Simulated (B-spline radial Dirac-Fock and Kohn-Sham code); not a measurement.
Two-hole binding energies of F⁻

System: F⁻, [He] 2s2 2p6.

Model: relaxed Dirac-Fock hole states (ΔSCF) with Breit and QED corrections and a finite nucleus. Program: a radial B-spline solver. U is the two-hole binding energy less the two single-hole energies, the effective repulsion of the holes after relaxation. Each two-hole energy is an average over J within one jj subconfiguration.

```csv
holes,E(a) (eV),E(b) (eV),E(ab) (eV),U (eV)
1s⁻²,679.0,679.0,1463.0,105.1
1s⁻¹ 2p1/2⁻¹,679.0,1.38,699.5,19.1
1s⁻¹ 2p3/2⁻¹,679.0,1.33,699.4,19.1
2s⁻²,25.33,25.33,68.90,18.2
2s⁻¹ 2p1/2⁻¹,25.33,1.38,41.51,14.8
2s⁻¹ 2p3/2⁻¹,25.33,1.33,41.45,14.8
2p1/2⁻²,1.38,1.38,?,?
2p3/2⁻²,1.33,1.33,18.57,15.9
2p1/2⁻¹ 2p3/2⁻¹,1.38,1.33,18.24,15.5
```

Q: Give the missing two-hole energy and U.

A: E(ab) = 19.47 eV and U = 16.7 eV.

Values without a named source are computed, but for edge energies of neutral atoms, which are taken from tables.
